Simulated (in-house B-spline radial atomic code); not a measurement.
## The silver ion Ag⁴⁺: [Kr] 4d7

Computed with a radial B-spline atomic code at the basis-set limit: Dirac-Kohn-Sham B97-1, spherical fractional occupations, exact exchange averaged over the configuration, Fermi nucleus of rms radius 4.5454 fm.

Effective charges: Z_r = [3n² - l(l+1)]/(2<r>) from the radius, Z_e = n√(-2ε) from the energy, and Slater's rules. Values are occupation-weighted means over j. An effective charge above Z reflects the relativistic contraction of the inner shells.

```
shell  electrons   ε (eV)  <r> (bohr)    Z_r    Z_e  Slater
   1s          2   -25444     0.03111  48.22  43.25   46.70
   2s          2  -3814.4      0.1345  44.61  33.49   42.85
   2p          6  -3429.3      0.1175  42.55  31.75   42.85
   3s          2  -754.43      0.3679  36.70  22.34   35.75
   3p          6  -626.88      0.3669  34.07  20.36   35.75
   3d         10  -424.34      0.3454  30.40  16.75   25.85
   4s          2  -155.85      0.9015  26.62  13.54   19.25
   4p          6  -117.59      0.9769  23.54  11.76   19.25
   4d          7  -61.838       1.197  17.54   8.53    8.90
```

The least bound orbital is 4d5/2 at -61.55 eV, and it is also the most diffuse (<r> = 1.202 bohr).

Spin-orbit splittings of the orbital energies (j = l + 1/2 above j = l - 1/2 when positive): 2p 175.4 eV, 3p 31.21 eV, 3d 6.273 eV, 4p 5.399 eV, 4d 0.7288 eV.

For the 1s electron the small component carries 2.96 % of the norm, the zero-frequency Breit interaction raises the level by 55.53 eV, self-energy by 31.06 eV, and vacuum polarisation lowers it by 3.897 eV.
